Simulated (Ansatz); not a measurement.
Gas-phase electronic energies from Ansatz, PBE0-D4/def2-TZVP geometries. CCSD(T)/CBS adds triple-zeta CCSD(T) − MP2 to the extrapolated MP2 energy (def2 sets, frozen cores). Functionals use def2-TZVPP.

`C[N]([AlH2])[AlH2]` + `O[SiH3]` → `[AlH2][O][SiH3]` + `C[NH][AlH2]`  (ligand exchange at the Al–N bond)

`C[N]([AlH2])[AlH2]`:

```xyz
11

C     0.379    1.154   -0.760
N    -0.046   -0.021    0.007
Al   -0.027   -1.631   -0.773
Al   -0.477    0.166    1.735
H    -0.472    1.660   -1.229
H     0.883    1.894   -0.129
H     1.074    0.887   -1.563
H    -0.535   -2.876    0.060
H     0.517   -1.725   -2.261
H    -0.316    1.602    2.388
H    -0.979   -1.110    2.524
```

`O[SiH3]`:

Cartesian coordinates in Å:
```
O -0.251 -1.161 -0.481
Si 0.218 0.325 0.053
H -1.101 -1.493 -0.191
H -0.733 1.388 -0.373
H 1.549 0.571 -0.547
H 0.317 0.369 1.538
```

`[AlH2][O][SiH3]`:

Cartesian coordinates in Å:
```
Al 0.616 1.711 -0.436
O 0.055 0.178 -0.030
Si -0.473 -1.312 0.336
H 1.399 2.528 0.665
H 0.326 2.244 -1.894
H -1.853 -1.239 0.885
H 0.414 -1.940 1.352
H -0.484 -2.170 -0.879
```

`C[NH][AlH2]`:

Z-matrix (Å, degrees):
```
C
N 1 1.447
H 1 1.097 2 112.3
H 1 1.097 2 112.4 3 121.5
H 1 1.093 2 109.8 3 -119.2
Al 2 1.767 1 128.6 3 119.4
H 2 1.010 1 111.9 3 -60.6
H 6 1.584 2 117.5 1 179.9
H 6 1.584 2 117.5 1 0.1
```

CCSD(T)/CBS gives -79.0 kJ/mol.

**Question.** Another level gave -88.4 kJ/mol. Which?
A. r2SCAN0-D4/def2-TZVPP
B. PBE0-D4/def2-TZVPP
C. LDA (SPW92)/def2-TZVPP
D. BHLYP-D4/def2-TZVPP

**Answer.** D. BHLYP-D4 -88.4, r2SCAN0-D4 -81.5, LDA (SPW92) -70.5, PBE0-D4 -76.1 kJ/mol.

Largest T1 diagnostic among the species: 0.012.

From BLYP to BHLYP (50 % exact exchange), in def2-TZVPP and without D4, ΔE moves by −6.2 kJ/mol. At CCSD(T), def2-SVP lies −4.4 kJ/mol from the extrapolated value and def2-TZVPP +0.5 kJ/mol. Leaving LDA and LC-ωPBE aside and taking each functional with its dispersion term where it has one, the values, not all of them listed here, spread over 17.4 kJ/mol, from BHLYP-D4 to revPBE-D4. LDA lies +4.6 kJ/mol from PBE without D4.
